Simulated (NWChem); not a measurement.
## Total energies of ammonium (H4N (+1))

SMILES: [NH4+]
```xyz
5

N      0.0000     0.0000     0.0000
H      0.8428     0.0000     0.5960
H     -0.8428     0.0000     0.5960
H      0.0000     0.8428    -0.5960
H      0.0000    -0.8428    -0.5960
```
Charge +1, spin multiplicity 1.

All runs are NWChem calculations. Structure: optimised with B3LYP/def2-SVP, a minimum by its harmonic frequencies.

Basis set: def2-SVP (34 functions).

| method | total energy (Ha) |
|---|---|
| RHF | -56.49808 |
| MP2 | -56.68561 |
| B2PLYP | -56.79271 |
| PBE | -56.77908 |
| B3LYP | -56.85575 |
| TPSS | -56.86163 |
| CCSD(T) | -56.70741 |

Total energies of different functionals aren't comparable as a measure of quality: only differences taken within one method are. 

The correlated methods keep 1 core orbital frozen. B3LYP has NWChem's definition, with VWN1-RPA local correlation. No row is a measurement; the coupled-cluster row has its own basis-set and correlation limits.
